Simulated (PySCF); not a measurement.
C₂H₃Cl₂In. Atoms are numbered in the order given.

```xyz
8

In    -0.1367     0.0438     0.0000
Cl    -0.6538     2.3425     0.0000
Cl     2.1835    -0.4124     0.0000
C     -1.4943    -1.6035     0.0000
C     -1.0211    -2.8549     0.0000
H     -2.5718    -1.4075     0.0000
H     -1.6950    -3.7213     0.0000
H      0.0513    -3.0791     0.0000
```

The structure is a stationary point at B3LYP-D3(BJ)/def2-SVP. The structure was generated by enumeration; whether it is a known compound was not checked. The def2 effective core potentials stand for the cores of In; spin–orbit coupling is left out. The values are those of a single conformer.

Computed with TDDFT-PBE/def2-SVPD run with PySCF.

Vertical excitations.  State labels are in the subgroup Cs.

Estimate the UV-visible absorptions. (The exact figures need the calculation; the answer reports its results.)


```json
[
 {"state": "S1", "symmetry": "A\"", "energy (eV)": "4.58", "λ (nm)": "271", "f": "0.000", "main pairs": "HOMO→LUMO+1 89 %"},
 {"state": "S2", "symmetry": "A\"", "energy (eV)": "4.60", "λ (nm)": "270", "f": "0.000", "main pairs": "HOMO−1→LUMO+1 92 %"},
 {"state": "S3", "symmetry": "A'", "energy (eV)": "4.69", "λ (nm)": "264", "f": "0.008", "main pairs": "HOMO−1→LUMO 81 %, HOMO−2→LUMO+1 16 %"},
 {"state": "S4", "symmetry": "A\"", "energy (eV)": "4.78", "λ (nm)": "260", "f": "0.001", "main pairs": "HOMO−2→LUMO 98 %"},
 {"state": "S5", "symmetry": "A'", "energy (eV)": "4.79", "λ (nm)": "259", "f": "0.040", "main pairs": "HOMO→LUMO 78 %"},
 {"state": "S6", "symmetry": "A\"", "energy (eV)": "4.88", "λ (nm)": "254", "f": "0.001", "main pairs": "HOMO−3→LUMO 96 %"},
 {"state": "S7", "symmetry": "A'", "energy (eV)": "4.90", "λ (nm)": "253", "f": "0.034", "main pairs": "HOMO−2→LUMO+1 67 %, HOMO−1→LUMO 17 %"},
 {"state": "S8", "symmetry": "A'", "energy (eV)": "5.13", "λ (nm)": "242", "f": "0.033", "main pairs": "HOMO−3→LUMO+1 59 %, HOMO−4→LUMO+1 23 %, HOMO−5→LUMO 12 %"},
 {"state": "S9", "symmetry": "A\"", "energy (eV)": "5.28", "λ (nm)": "235", "f": "0.024", "main pairs": "HOMO−4→LUMO 99 %"},
 {"state": "S10", "symmetry": "A\"", "energy (eV)": "5.41", "λ (nm)": "229", "f": "0.003", "main pairs": "HOMO−5→LUMO+1 97 %"},
 {"state": "T1", "symmetry": "A'", "energy (eV)": "4.14", "λ (nm)": "299", "f": "0", "main pairs": "HOMO−3→LUMO+1 50 %, HOMO→LUMO 18 %, HOMO−4→LUMO+1 14 %, HOMO−2→LUMO+1 9 %"},
 {"state": "T2", "symmetry": "A'", "energy (eV)": "4.25", "λ (nm)": "292", "f": "0", "main pairs": "HOMO→LUMO 79 %, HOMO−3→LUMO+1 12 %"},
 {"state": "T3", "symmetry": "A\"", "energy (eV)": "4.39", "λ (nm)": "283", "f": "0", "main pairs": "HOMO→LUMO+1 97 %"},
 {"state": "T4", "symmetry": "A'", "energy (eV)": "4.40", "λ (nm)": "282", "f": "0", "main pairs": "HOMO−1→LUMO 99 %"}
]
```
Triplets are in the Tamm–Dancoff approximation, which puts them higher than full response would, so one can lie above its singlet here.
